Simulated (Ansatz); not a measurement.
Kohn–Sham single points on C2H7FOSSn, SMILES `C[O][Sn]([CH3])([F])[SH]`.

```yaml
crystal:
  periodic: [false, false, false]
  atoms:
    - {symbol: C, position_ang: [-2.073276, -1.081694, -0.144389]}
    - {symbol: O, position_ang: [-1.333247, 0.086812, 0.130464]}
    - {symbol: Sn, position_ang: [0.612248, 0.103381, 0.068016]}
    - {symbol: C, position_ang: [1.253689, 2.072655, 0.476396]}
    - {symbol: F, position_ang: [1.179263, -1.079201, 1.479313]}
    - {symbol: S, position_ang: [1.401026, -1.036213, -1.877029]}
    - {symbol: H, position_ang: [-1.745333, -1.576605, -1.067052]}
    - {symbol: H, position_ang: [-3.121323, -0.795867, -0.267345]}
    - {symbol: H, position_ang: [-2.007780, -1.803860, 0.677360]}
    - {symbol: H, position_ang: [0.460639, 2.581529, 1.022856]}
    - {symbol: H, position_ang: [1.458579, 2.593824, -0.457585]}
    - {symbol: H, position_ang: [2.158336, 2.026117, 1.081044]}
    - {symbol: H, position_ang: [1.757190, -2.090888, -1.122041]}
basis:
  gaussian: {orbitals: def2-TZVPP}
hamiltonian: {xc: r2scan, dispersion: d4}
output: {forces: true, orbitals: {seedname: orbitals}}
```

```sh
$ ansatz run in.yaml --threads 2 --pin off --events-out ev --progress --plain --max-ram 32768MiB --backend cuda --devices 0, --max-vram 18GiB
```

Shortened log:

```
Functional definition: r2SCAN
  name "r2SCAN"
  cite "Furness, Kaplan, Ning, Perdew & Sun, J. Phys. Chem. Lett. 11, 8208 (2020) doi:10.1021/acs.jpclett.0c02405"
  cite "Furness, Kaplan, Ning, Perdew & Sun, J. Phys. Chem. Lett. 11, 9248 (2020) doi:10.1021/acs.jpclett.0c03077"
  parent r2scan
  parameter k0 = 0.174
  parameter k1 = 0.065
  parameter a1 = 4.9479
  exchange = r2scan_x(k0 = k0, k1 = k1, a1 = a1)
  correlation = r2scan_c
1752 factors; their error is unknown
mean field evaluation 1: about -23606.5436 eV, gradient 9.0e1 eV
mean field evaluation 2: about -23552.6515 eV, gradient 1.8e2 eV
mean field evaluation 4: about -23622.3095 eV, gradient 1.3e1 eV
mean field evaluation 8: about -23622.5849 eV, gradient 1.5e-1 eV
mean field evaluation 16: about -23622.5610 eV, gradient 7.0e-4 eV
mean field -23622.56095565 eV, -868.1131031732 hartree, gradient 3.8e-5 eV, S^2 0.000000; 0 other end points of the search recorded, 0 dependent functions left out
the calculation of the forces begins
reference -23622.56097190 eV, -868.1131037703 hartree; 37, 37 occupied and 277, 277 virtual orbitals, 1752 factors
Total energy: -23622.64001019 eV, -868.1160083738 hartree
Atom 0 at    -2.073276    -1.081694    -0.144389 Å, force    -0.152787    -0.272465    -0.064222 eV/Å
Atom 1 at    -1.333247     0.086812     0.130464 Å, force    -0.026183     0.292346     0.081071 eV/Å
Atom 2 at     0.612248     0.103381     0.068016 Å, force     0.084253     0.020285    -0.039841 eV/Å
Atom 3 at     1.253689     2.072655     0.476396 Å, force     0.025747     0.116885     0.030282 eV/Å
Atom 4 at     1.179263    -1.079201     1.479313 Å, force     0.027811    -0.072654     0.092233 eV/Å
Atom 5 at     1.401026    -1.036213    -1.877029 Å, force     0.051797    -0.055791    -0.114893 eV/Å
Atom 6 at    -1.745333    -1.576605    -1.067052 Å, force    -0.005097     0.001917     0.005036 eV/Å
Atom 7 at    -3.121323    -0.795867    -0.267345 Å, force     0.013297     0.002653     0.003073 eV/Å
Atom 8 at    -2.007780    -1.803860     0.677360 Å, force     0.001410    -0.000962    -0.000462 eV/Å
Atom 9 at     0.460639     2.581529     1.022856 Å, force     0.021490    -0.015772    -0.015110 eV/Å
Atom 10 at     1.458579     2.593824    -0.457585 Å, force    -0.007888    -0.014319     0.029118 eV/Å
Atom 11 at     2.158336     2.026117     1.081044 Å, force    -0.027942    -0.004023    -0.020028 eV/Å
Atom 12 at     1.757190    -2.090888    -1.122041 Å, force    -0.005907     0.001900     0.013743 eV/Å
Dipole moment:     0.060693     0.333176    -0.144926 e Å
```

Run time 4.2 s (2 threads of an AMD EPYC 7R13 on a shared host and a share of an NVIDIA H100 80 GB); peak host memory 0.86 GiB.

The same input with `hamiltonian: {xc: {name: B2PLYP}}` and no forces (abridged; 4.7 s):

```
Functional definition: B2PLYP
mean field evaluation 16: about -23598.6517 eV, gradient 4.0e-4 eV
mean field -23598.65170973 eV, -867.2344545919 hartree, gradient 4.0e-6 eV, S^2 0.000000
13 core orbitals not correlated: weight in the atoms' cores, before any rotation towards them, 1.000 or more for the frozen orbitals, at most 0.000 for the correlated occupied ones
second order -44.14265089 eV of doubles, -0.00000000 eV of singles
Total energy: -23610.57042976 eV, -867.6724594742 hartree
```
